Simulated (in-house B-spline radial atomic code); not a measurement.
## Ionising Cu⁸⁺ with different functionals

Computed with a B-spline radial code for spherical atoms: scalar-relativistic (spin-free X2C) Hamiltonian, Fermi nucleus of rms radius 3.8823 fm, spin-polarised at highest spin, spherical fractional occupations for the functionals, the average over the highest-spin determinants for Hartree-Fock. The ionisation energy is the difference of two self-consistent energies, [Ar] 3d3 → [Ar] 3d2, without Breit or QED terms; ε is the level of the shell that loses the electron (its least bound occupied spin orbital).

Hybrids are left out here: with spherical fractional occupations of an open shell their exact exchange keeps a self-interaction that integer-occupation calculations don't have.

| method | rung | ΔSCF (eV) | -ε(3d) (eV) |
| --- | --- | --- | --- |
| Hartree-Fock | Hartree-Fock | 197.96 | 199.81 |
| LDA VWN5 | LDA | 199.28 | 183.54 |
| LDA PW92 | LDA | 199.26 | 183.53 |
| LDA exchange-only | LDA | 197.31 | 181.63 |
| PBE | GGA | 199.04 | 183.32 |
| PBEsol | GGA | 198.99 | 183.27 |
| BLYP | GGA | 198.96 | 183.23 |
| RPBE | GGA | 198.98 | 183.27 |
| PW91 | GGA | 199.21 | 183.49 |
| BP86 | GGA | 199.07 | 183.34 |
| AM05 | GGA | 199.04 | 183.32 |
| OLYP | GGA | 199.99 | 184.27 |
| TPSS | meta-GGA | 198.87 | 183.19 |
| SCAN | meta-GGA | 199.33 | 183.84 |
| r2SCAN | meta-GGA | 199.36 | 183.86 |
| revTPSS | meta-GGA | 198.75 | 183.09 |

Question: How do they compare with the NIST value?

Answer: NIST lists 198 eV ± 2.2 (tabulated theory, ground level to ground level). Errors run from -0.69 to +1.99 eV; all lie within about twice that uncertainty, so the table can't rank the methods. Hartree-Fock also lacks correlation.
